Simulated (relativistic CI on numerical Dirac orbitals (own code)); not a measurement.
# Hyperfine structure of Xe XXIX, mass number 129

Method of calculation: Dirac-Coulomb-Breit CI, KLI orbitals optimised for each configuration, model QED (radiative potential, 1s self-energy scaled to tabulated hydrogen-like ionisation energies), unscaled Slater integrals (own radial code, finite nucleus).

Configurations in the expansion (outside the closed core [Ne]): 3s²3p⁶3d⁸, 3s²3p⁵3d⁹, 3s²3p⁴3d¹⁰, 3s3p⁶3d⁹, 3p⁶3d¹⁰, 3s3p⁵3d¹⁰, 3s²3p⁶3d⁷4s, 3s²3p⁶3d⁷4p, 3s²3p⁶3d⁷4d, 3s²3p⁴3d⁹4s, 3s²3p⁶3d⁷4f, 3s²3p⁵3d⁸4s, 3s²3p⁴3d⁹4p, 3s²3p⁵3d⁸4p, 3s²3p⁶3d⁶4s², 3s²3p⁴3d⁹4d. Levels of other configurations are missing.

Nuclear spin I = 1/2, μ = -0.77796 μN (tables of Stone and Pyykkö). The electronic factors are computed for point nuclear moments, without core polarisation or the Bohr-Weisskopf and QED corrections.

```
         Level   E (eV)  A (MHz)
 3s²3p⁶3d⁸ ³F4    0.000   -18070
 3s²3p⁶3d⁸ ¹D2    5.835   -19630
 3s²3p⁶3d⁸ ³F3   12.612   -25880
 3s²3p⁶3d⁸ ³P2   18.219   -22340
 3s²3p⁶3d⁸ ³P1   21.740     1686
 3s²3p⁶3d⁸ ¹G4   23.325   -28250
3s²3p⁵3d⁹ ³F°4  243.677   -44570
3s²3p⁵3d⁹ ¹D°2  249.169   -30150
```

Levels with J = 0, under 50 % of one LS term, or S terms without an open s electron are left out. Small factors come from cancelling terms and can be off by tens of per cent or more.

At this charge energies of transitions that change n are usually good to better than 1 %, and those within a shell (Δn = 0) to a few per cent. Terms inside the open d or f shell come out 10 to 20 % too wide with unscaled integrals.

Task: Give the hyperfine levels of 3s²3p⁶3d⁸ ³F4 relative to its centre of gravity.

Result: With K = F(F + 1) − I(I + 1) − J(J + 1), E = AK/2: F = 7/2: 45180, F = 9/2: -36140 MHz.

LS names give the leading component of a level, which can be under half, so a name can repeat, a term be missing and a line seem to break the LS rules.
